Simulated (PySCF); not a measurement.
Order these species by their calculated properties.

Each SMILES stands for a single optimised conformer of the isolated species, non-relativistic unless stated; the electronic structure was computed with PySCF and density fitting.

Dipoles, sizes and rotational constants follow the conformer. The torsions of the flexible species, by atom-mapped SMILES:
- `[SiH3:1][O:2][c:3]1[cH:4][cH:5][c:6]([Br:7])[cH:8][cH:9]1`: Si1–O2–C3–C4 1°
- `[CH3:1][P:2]([CH3:3])(=[O:4])[c:5]1[cH:6][cH:7][cH:8][cH:9][cH:10]1`: C1–P2–C5–C6 -126°
- `[CH3:1][CH:2]([CH3:3])[C@H:4]1[CH2:5][S:6]1`: C1–C2–C4–C5 83°
- `[CH2:1]=[CH:2][CH2:3][S-:4]`: C1–C2–C3–S4 -119°

The conformers of `C[C@H]1CCSCS1` aren't listed.

Task: Rank by HOMO–LUMO gap, lowest first (B3LYP/def2-SVPD at PBE0-D3(BJ)/def2-SVP geometries).
A. `[SiH3]OC1=CC=C(Br)C=C1`
B. `CP(C)(=O)C1=CC=CC=C1`
C. `C(#N)C=C=C`
D. `C1CSCS[C@H]1C`

Result: A (5.50 eV), D (6.04 eV), B (6.16 eV), C (6.30 eV).

Task: Rank by electronic spatial extent ⟨r²⟩ about the centre of nuclear charge, highest first (B3LYP/def2-SVPD at PBE0-D3(BJ)/def2-SVP geometries).
A. `C=C=CC#N`
B. `CC(C)[C@H]1CS1`
C. `c1cc(ccc1Br)O[SiH3]`
D. `CP(C)(=O)C1=CC=CC=C1`

Result: C (3072 bohr²), D (1781 bohr²), B (837 bohr²), A (474 bohr²).

Task: Rank by lowest triplet excitation (Tamm–Dancoff), lowest first (TDA B3LYP/def2-SVPD at PBE0-D3(BJ)/def2-SVP geometries).
A. `CC(C)[C@H]1CS1`
B. `C1C[C@H](C)SCS1`
C. `C=C=CC#N`
D. `CP(C)(=O)C1=CC=CC=C1`

Result: C (3.91 eV), D (4.09 eV), A (4.41 eV), B (4.57 eV).

Task: By how much do the two ends of that ranking differ?

Result: By 0.66 eV, between `C[C@H]1CCSCS1` and `C=C=CC#N`.

Task: Rank by smallest rotational constant, lowest first (PBE0-D3(BJ)/def2-SVP).
A. `[S-]CC=C`
B. `CP(=O)(C)c1ccccc1`
C. `CC(C)[C@H]1CS1`
D. `N#CC1=CC1`
E. `C=C=CC#N`

Result: B (0.689 GHz), C (1.518 GHz), E (2.470 GHz), A (2.779 GHz), D (2.959 GHz).

Task: Rank by HOMO energy, highest first (B3LYP/def2-SVPD at PBE0-D3(BJ)/def2-SVP geometries).
A. `C(C=C=C)#N`
B. `C[C@H]1CCSCS1`
C. `CP(C)(=O)c1ccccc1`
D. `c1(ccc(cc1)O[SiH3])Br`
E. `[C@H]1(SC1)C(C)C`

Result: B (-6.07 eV), E (-6.28 eV), D (-6.43 eV), C (-7.26 eV), A (-8.02 eV).

Task: Rank by vertical ionisation energy, lowest first (ΔSCF B3LYP/def2-SVPD at PBE0-D3(BJ)/def2-SVP geometries).
A. `CP(C)(=O)c1ccccc1`
B. `C=C=CC#N`
C. `CC([C@@H]1SC1)C`
D. `C[C@H]1CCSCS1`

Result: D (8.13 eV), C (8.71 eV), A (9.07 eV), B (10.34 eV).

Task: Give the two extremes of that set in kJ/mol.

Result: `C[C@H]1CCSCS1`: 784 kJ/mol; `C=C=CC#N`: 998 kJ/mol.
